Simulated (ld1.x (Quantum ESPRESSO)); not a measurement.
Configuration tests for Nb (Z = 41) (PAW)

ld1.x (Quantum ESPRESSO) 7.5 input, shortened:

```
&input
   title='Nb', zed=41., rel=2, dft='PBE', iswitch=3,
   config='[Kr] 4d4 5s0 5p0', rel_dist='average'
 /
 &inputp
   pseudotype=3, lpaw=.true., tm=.true., lloc=-1, rcloc=2.65,
   nlcc=.true., new_core_ps=.true., rcore=1.40,
   which_augfun='PSQ', rmatch_augfun_nc=.true.
 /
6
5S  1  0   0.00   0.00  2.50  2.65  0.0
5S  1  0   0.00   3.20  2.50  2.65  0.0
5P  2  1   0.00   0.00  2.90  4.00  0.0
5P  2  1   0.00   0.30  2.90  4.00  0.0
4D  3  2   4.00   0.00  1.50  1.75  0.0
4D  3  2   0.00   4.40  1.50  1.75  0.0
 &test
   configts(1)='4d4 5s0 5p0'
 /
```

Open shells are filled in proportion to 2j + 1 (rel_dist='average').

Energies are relative to the spin-unpolarised reference configuration 4d4 5s0 5p0; without spin polarisation the order of configurations can differ from experiment. Not all tests gave a result: 2 of 7 tests not solved or not reliable. Left out of the table: 4d4 5s1 5p0 (solver errors, printed error -2.7 eV); 4d3 5s2 5p0 (solver errors, printed error -11.9 eV).

```
valence configuration  charge  ΔE all-electron (eV)  error AE − PS (meV)
          4d3 5s0 5p0      +2                14.039                  -92
          4d2 5s0 5p0      +3                38.760                 -588
          4d4 5s0 5p1       0                -3.688                 -1.0
```

Q: What are ΔE and the potential's error for 4d5 5s0 5p0?

A: ΔE = -5.368 eV all-electron; the error (AE − PS) is -15 meV.

Q: What are ΔE and the potential's error for 4d1 5s0 5p0?

A: ΔE = 75.661 eV all-electron; the error (AE − PS) is -1856 meV.

The ghost test of this file was not conclusive.
